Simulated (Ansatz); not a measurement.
Harmonic frequencies (cm⁻¹) at PBE0-D4/def2-TZVP from Ansatz: 59, 80, 91, 185, 252, 347, 363, 415, 482, 488, 525, 591, 705, 784, 815, 868, 921, 931, 937, 1109, 2226, 2238, 2244, 2264.

(1) Which molecule is it?
A. `FB1[SiH2][SiH2]1`
B. `F[SiH]1COC=N1`
C. `[SiH3][SiH]1OC1(Cl)Cl`
D. `COC(O)F`

Results:

(1) C.
